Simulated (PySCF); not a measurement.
**Bonding in `CS/C=C(/F)CC(F)(F)F`**

Species: C₅H₆F₄S.
Numbering: `[CH3:1][S:2]/[CH:3]=[C:4](/[F:5])[CH2:6][C:7]([F:8])([F:9])[F:10]` (hydrogens: H11, H12, H13 on C1; H14 on C3; H15, H16 on C6)

Geometry (PBE0-D3(BJ)/def2-SVP, Å), atoms numbered from 1 in this order:
```
atom  x, y, z in Å
C1     3.0865   -0.0705    0.5724
S2     1.5098    0.7994    0.4036
C3     0.6468   -0.3230   -0.6249
C4    -0.6249   -0.6808   -0.4096
F5    -1.2547   -1.4407   -1.3098
C6    -1.4705   -0.3137    0.7569
C7    -2.3746    0.8737    0.5085
F8    -3.1982    0.6640   -0.5201
F9    -1.6696    1.9747    0.2422
F10   -3.1245    1.1231    1.5847
H11    3.7501    0.5940    1.1428
H12    2.9677   -1.0177    1.1168
H13    3.5384   -0.2580   -0.4128
H14    1.1435   -0.6904   -1.5295
H15   -2.1104   -1.1659    1.0302
H16   -0.8225   -0.0558    1.6073
```

Bond orders from the PBE0/pcSseg-1 density (PySCF). Isolated species at its PBE0-D3(BJ)/def2-SVP geometry (one conformer only).

Problem. Where do the orders between heavy atoms depart from those drawn in the SMILES?

Solution. The largest departure is 0.178, at C3–C4 (drawn double, 1.822).

Problem. Give the Mayer order of every bond, beside its length.

Solution. 
| bond | drawn as | length (Å) | Mayer order |
| --- | --- | --- | --- |
| C1–S2 | single | 1.809 | 0.977 |
| S2–C3 | single | 1.750 | 1.044 |
| C3–C4 | double | 1.339 | 1.822 |
| C4–F5 | single | 1.336 | 0.947 |
| C4–C6 | single | 1.487 | 1.025 |
| C6–C7 | single | 1.513 | 1.003 |
| C7–F8 | single | 1.334 | 1.018 |
| C7–F9 | single | 1.334 | 1.018 |
| C7–F10 | single | 1.335 | 1.003 |
| C1–H11 | single | 1.099 | 0.955 |
| C1–H12 | single | 1.099 | 0.948 |
| C1–H13 | single | 1.100 | 0.948 |
| C3–H14 | single | 1.095 | 0.900 |
| C6–H15 | single | 1.100 | 0.914 |
| C6–H16 | single | 1.100 | 0.914 |

Bonds between the same two heavy elements. C–S: lowest C1–S2 (0.977, 1.809 Å), highest S2–C3 (1.044, 1.750 Å). C–C: lowest C6–C7 (1.003, 1.513 Å), highest C3–C4 (1.822, 1.339 Å). C–F: lowest C4–F5 (0.947, 1.336 Å), highest C7–F8 and C7–F9 (1.018, 1.334 Å). Bonds named together lie within 0.004.

Problem. Sum the orders of all bonds at each heavy atom with more than one neighbour and set the sums beside the valence in the SMILES.

Solution. C1 3.828 (drawn 4), S2 2.021 (drawn 2), C3 3.766 (drawn 4), C4 3.794 (drawn 4), C6 3.856 (drawn 4), C7 4.042 (drawn 4). Orders between atoms that aren't bonded are not in these sums.

The Mayer order sums products of elements of PS (density times overlap matrix) between the two atoms' basis functions, so it depends on the basis set.

The run behind these numbers computed NMR shieldings as well. Time: 62 s of wall time. Hardware: an Arm Neoverse N1 with one thread (shared host).
